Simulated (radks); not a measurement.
Neutral neodymium inside a hard spherical wall (all orbitals vanish at R), configuration held at [Xe] 4f4 6s2 and not refilled when levels cross. All-electron calculation, scalar-relativistic Kohn-Sham, PBE, spin-polarised, spherical densities, point nucleus; open shells are filled with parallel spins first (spin-orbit coupling, left out, can overturn this in heavy ions). Program: a radial shooting solver on a logarithmic mesh with Libxc functionals. Eigenvalues in eV for spin up, with the zero of energy where the potential of the charges vanishes at infinity; a dash marks a level that is unbound or too diffuse for the functional's potential to be trusted. A positive occupied level is held by the wall or, in an anion where self-interaction has pushed it up, behind a barrier. The pressure on the wall is -dE/dV.

R (bohr)  E (hartree)  kinetic (hartree)    e(5s)    e(5p)   e(6s)   e(4f)  e(5d, empty)  e(6p, empty)  pressure (GPa)
free       -9624.0762          10243.658  -41.116  -22.590  -3.572  -2.555        -2.090        -1.261               0
15         -9624.0762          10243.658  -41.111  -22.586  -3.569  -2.550        -2.085        -1.242        0.000373
12         -9624.0756          10243.664  -41.061  -22.536  -3.531  -2.500        -2.041        -1.136          0.0101
8          -9624.0513          10243.811  -40.257  -21.747  -2.793  -1.706        -1.325         0.225           0.804
7          -9624.0160          10243.976  -39.585  -21.096  -1.997  -1.035        -0.687         1.530            2.54
3.5        -9621.9393          10251.822  -28.427  -10.177  26.562  11.735        13.925        39.462             552
3          -9619.6745          10259.975  -21.172   -2.238  50.911  20.522        25.042        68.171            1770
2          -9597.8216          10328.772   30.353   58.099  222.80  69.684        104.20        256.04           32100
1.5        -9539.6807          10497.779   155.55   200.03  560.17  149.26        268.62        607.47          232000
